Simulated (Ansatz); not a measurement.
CH4BClF2Si. Total charge 0; spin multiplicity 1. The bonds changed during the relaxation, so this is another structure than the one it started from.

```json
{"atom": "B1", "x (Å)": "-0.246", "y (Å)": "-0.984", "z (Å)": "0.388"}
{"atom": "C2", "x (Å)": "-1.119", "y (Å)": "0.124", "z (Å)": "0.830"}
{"atom": "F3", "x (Å)": "-2.159", "y (Å)": "0.575", "z (Å)": "0.193"}
{"atom": "F4", "x (Å)": "-0.916", "y (Å)": "0.877", "z (Å)": "1.865"}
{"atom": "Si5", "x (Å)": "0.842", "y (Å)": "0.290", "z (Å)": "-0.821"}
{"atom": "Cl6", "x (Å)": "1.807", "y (Å)": "1.800", "z (Å)": "0.188"}
{"atom": "H7", "x (Å)": "0.580", "y (Å)": "-1.361", "z (Å)": "1.166"}
{"atom": "H8", "x (Å)": "-0.677", "y (Å)": "-1.648", "z (Å)": "-0.516"}
{"atom": "H9", "x (Å)": "1.873", "y (Å)": "-0.593", "z (Å)": "-1.413"}
{"atom": "H10", "x (Å)": "0.016", "y (Å)": "0.919", "z (Å)": "-1.879"}
```

Task: List the harmonic frequencies (cm⁻¹, unscaled) at PBE0-D4/def2-TZVP in Ansatz. (An estimate is asked.)

Result: The calculation gave: 53, 92, 126, 195, 377, 464, 490, 550, 592, 646, 696, 705, 778, 829, 849, 910, 936, 1138, 1301, 1470, 2237, 2255, 2553, 2659.

Task: Is this a minimum?

Result: Yes, all 24 modes are real.

Task: Give the ideal-gas thermochemistry at 298.15 K and 1 bar (rigid rotor, harmonic oscillator; point group C1, symmetry number 1).

Result: Zero-point energy 137.0 kJ/mol; H(298) − E = 159.3 kJ/mol; entropy 367.0 J/(mol·K), of which translation 169.4, rotation 118.5, vibration 79.1; G(298) − E = 49.9 kJ/mol. Modes under 100 cm⁻¹ are hindered rotations or soft bends, so the harmonic entropy is rough.

Task: And at 400, 500, 600, 800 and 1000 K?

Result: 
```
T (K)  H − E (kJ/mol)  S (J/mol/K)  G − E (kJ/mol)
  400           172.4        404.5            10.6
  500           187.1        437.4           -31.6
  600           203.3        466.9           -76.8
  800           238.9        517.9          -175.4
 1000           277.3        560.7          -283.4
```

Task: Rotational constants (cm⁻¹)?

Result: 0.1159, 0.04918, 0.0413.
